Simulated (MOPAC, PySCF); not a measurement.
C4H4BFS, SMILES `Bc1ccc(F)s1`, neutral singlet in the gas phase. 

Cartesian coordinates (Å):
```xyz
11

B     -2.2103    -0.3390     0.0287
C     -0.6993    -0.2344     0.0187
C      0.0969     0.9073    -0.0651
C      1.4887     0.6661    -0.0508
C      1.7453    -0.6854     0.0458
F      2.9438    -1.2409     0.0832
S      0.3281    -1.6640     0.1192
H     -2.7642    -1.4075     0.1056
H     -2.8590     0.6762    -0.0431
H     -0.3447     1.9030    -0.1357
H      2.2747     1.4186    -0.1065
```
Charge 0, spin multiplicity 1.

All levels are single points at this geometry (B3LYP-D3(BJ)/def2-SVP); Pople sets use spherical d functions. Orbital energies aren't observables, and empty levels follow the basis.

```csv
level,HOMO (eV),LUMO (eV),gap (eV),dipole (D),"vertical IE, Delta-SCF (eV)"
B3LYP-D3(BJ)/def2-TZVP in PySCF,-7.10,-2.31,4.79,1.50,9.18
B3LYP/6-311+G** in PySCF,-7.15,-2.37,4.78,1.44,–
B3LYP/LANL2DZ in PySCF,-7.26,-2.39,4.87,1.67,–
M06-2X/6-31G* in PySCF,-8.13,-1.03,7.10,1.43,–
HF/6-31G* in PySCF,-9.15,1.61,10.76,1.62,–
HF/STO-3G in PySCF,-6.87,4.80,11.68,0.91,–
PM3 in MOPAC,-10.10,-1.52,8.58,1.46,–
PM6 in MOPAC,-9.56,-1.22,8.34,0.85,–
PM7 in MOPAC,-9.50,-1.46,8.04,0.92,–
```
